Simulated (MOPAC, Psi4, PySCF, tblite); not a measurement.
Intermolecular potential of CF4 ··· H3Al (SMILES FC(F)(F)F and [AlH3]). Monomers: optimised at B3LYP-D3(BJ) (def2-TZVP), held rigid. Orientation: a higher rigid-body minimum at GFN2-xTB (searched outside a hard wall at short contacts). R is the distance of the centres of mass, along which the second monomer moves. The shortest distances reach bonding range, where SAPT0 and rigid monomers are unreliable.

Geometry at R = 2.83 Å (first 5 atoms: monomer A):
```
9

F     -0.9361    -0.1922    -0.9190
C      0.0000     0.0000     0.0001
F     -0.0914     1.2359     0.4720
F     -0.1686    -0.8655     0.9904
F      1.1961    -0.1782    -0.5434
Al     1.1139     0.3920    -2.5737
H      2.6857     0.5110    -2.4624
H      0.2052     1.6581    -2.3124
H      0.4510    -0.9925    -2.9488
```

GFN2-xTB (tblite); PM6, restricted, heats of formation (MOPAC); RKS-B3LYP/3-21G = PySCF with restricted B3LYP/3-21G, no counterpoise correction; SAPT0/jun-cc-pVDZ, frozen core (Psi4).

Interaction energies in kcal/mol; the last columns give the difference from SAPT0:

```csv
R / Å,GFN2-xTB,PM6,RKS-B3LYP/3-21G,SAPT0/jun-cc-pVDZ,GFN2-xTB − SAPT0/jun-cc-pVDZ,PM6 − SAPT0/jun-cc-pVDZ,RKS-B3LYP/3-21G − SAPT0/jun-cc-pVDZ
2.22,25.35,62.28,83.07,99.52,-74.17,-37.24,-16.45
2.47,-3.83,8.98,23.90,41.19,-45.02,-32.20,-17.29
2.64,-9.87,-3.96,5.45,21.83,-31.71,-25.79,-16.38
2.83,-11.37,-7.78,-4.48,10.23,-21.60,-18.01,-14.71
3.04,-10.47,-6.78,-8.68,3.96,-14.43,-10.74,-12.63
3.27,-8.52,-4.48,-9.64,0.93,-9.45,-5.40,-10.57
3.56,-5.89,-2.25,-8.90,-0.40,-5.49,-1.85,-8.50
3.82,-3.99,-1.08,-7.64,-0.66,-3.33,-0.43,-6.98
4.36,-1.69,-0.13,-4.63,-0.48,-1.20,0.35,-4.14
5.04,-0.58,0.04,—,-0.23,-0.35,0.27,—
6.05,-0.16,0.03,—,-0.07,-0.09,0.10,—
7.32,-0.05,0.01,—,-0.02,-0.03,0.03,—
```

GFN2-xTB is furthest from SAPT0/jun-cc-pVDZ at 2.22 (-74.17 kcal/mol, below); its mean absolute difference over the points is 17.24 kcal/mol.

PM6 is furthest from SAPT0/jun-cc-pVDZ at 2.22 (-37.24 kcal/mol, below); its mean absolute difference over the points is 11.03 kcal/mol.

RKS-B3LYP/3-21G is furthest from SAPT0/jun-cc-pVDZ at 2.47 (-17.29 kcal/mol, below); its mean absolute difference over the points is 11.96 kcal/mol.

A dash means that the run gave no value there, or that the column was ended at a point which the program doubted or which failed a test of continuity chosen for this set; such a test can also cut sound points.
